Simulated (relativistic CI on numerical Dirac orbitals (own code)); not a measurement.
## What each ingredient does to the levels of Rh VI

Base calculation: Dirac-Coulomb-Breit CI, KLI orbitals optimised for each configuration, model QED (radiative potential, 1s self-energy scaled to tabulated hydrogen-like ionisation energies), valence Slater integrals scaled by 0.85, P86 correlation energy added to each configuration.

Configuration list (outside the closed core [Ar] 3d10): 4s2.4p6.4d4, 4s2.4p6.4d3.5s, 4s2.4p6.4d3.4f, 4s2.4p6.4d3.5p, 4s2.4p5.4d5, 4s2.4p6.4d3.5d, 4s2.4p6.4d3.6s, 4s2.4p6.4d3.6p, 4s2.4p6.4d2.5s.5p, 4s.4p6.4d5, 4s2.4p6.4d3.5f, 4s2.4p6.4d3.6d, 4s2.4p5.4d4.4f, 4s2.4p6.4d3.7s, 4s2.4p6.4d3.5g, 4s2.4p6.4d3.7p, 4s2.4p6.4d3.6f, 4s2.4p6.4d2.4f.5s, 4s2.4p5.4d4.5s, 4s.4p6.4d4.4f, 4s2.4p6.4d2.4f2, 4s2.4p6.4d.4f2.5s, 4s2.4p6.4d.4f3, 4s2.4p6.4d.4f2.5p, 4s2.4p6.4d.4f2.5d, 4s2.4p6.4d.4f2.6s, 4s2.4p6.4d2.5s2, 4s2.4p6.4d.4f.5s2, 4s2.4p6.4d.5s2.5p, 4s2.4p6.4d.5s2.5d, 4s2.4p6.4d.5s2.6s, 4s2.4p6.4d2.5p2, 4s2.4p6.4d.5s.5p2, 4s2.4p6.4d.4f.5p2, 4s2.4p6.4d.5p3, 4s2.4p6.4d.5p2.5d, 4s2.4p6.4d.5p2.6s, 4p6.4d6, 4p5.4d7. Double excitations out of closed p, d and f shells are left out; levels of such configurations are missing from the list, as are those of other unlisted configurations, and high levels can miss mixing partners. These lack a partner that the ground configuration has and come out too high: 4s2.4p6.4d3.6p, 4s2.4p6.4d3.5f, 4s2.4p6.4d3.6d, 4s2.4p5.4d4.4f, 4s2.4p6.4d3.7s.

Variants: (1) Slater integrals left unscaled; (2) no correlation estimate; (3) QED terms removed; (4) only the first configuration. Shifts of the energy above 4s2.4p6.4d4 5D_0, in cm⁻¹, for the lowest level and the first level of each name with at least 55 % of one term (blank where a level changes its place among those of its configuration and J or its character, or is not in the variant):

```
           Level     Base     Δ(1)  Δ(2)   Δ(3)    Δ(4)
4s2.4p6.4d4 5D_0      0.0      0.0   0.0    0.0     0.0
4s2.4p6.4d4 5D_1    676.7    -51.3  +0.1   -3.4    +3.2
4s2.4p6.4d4 5D_2   1755.5    -85.1  +0.1   -7.8   +10.8
4s2.4p6.4d4 5D_3   3055.8    -80.2   0.0  -12.0   +19.7
4s2.4p6.4d4 5D_4   4489.7    -36.6  -0.1  -15.9   +25.0
4s2.4p6.4d4 3P_0  18442.2  +3452.0  -3.9   +3.8   -80.2
4s2.4p6.4d4 3H_4  18630.4  +3135.0  -1.5   -2.6  +331.2
4s2.4p6.4d4 3H_5  20210.3  +3044.1  -1.3  -10.1  +307.0
4s2.4p6.4d4 3H_6  21408.4  +3070.0  -0.9  -13.9  +264.6
4s2.4p6.4d4 3P_1  21667.2  +3433.5  -4.3   -7.5  -140.1
4s2.4p6.4d4 3F_2  22597.3  +3479.2  -3.5   -8.1  +243.4
4s2.4p6.4d4 3F_4  23009.1  +3337.5  -2.9  -12.5  +386.3
4s2.4p6.4d4 3P_2  25592.8  +3582.5  -4.9  -16.4   +12.7
4s2.4p6.4d4 3G_4  25648.0  +3640.5  -3.5  -13.6  +701.0
```

At this charge configurations can still be misplaced by up to about 7 % of their energy.

Ionisation energy from the two ground configurations alone: base 80.33 eV; Slater integrals left unscaled 80.52 eV; no correlation estimate 78.92 eV. The NIST ASD value (theoretical) is 80 eV.

LS names give the leading component of a level, which can be under half, so a name can repeat, a term be missing and a line seem to break the LS rules.
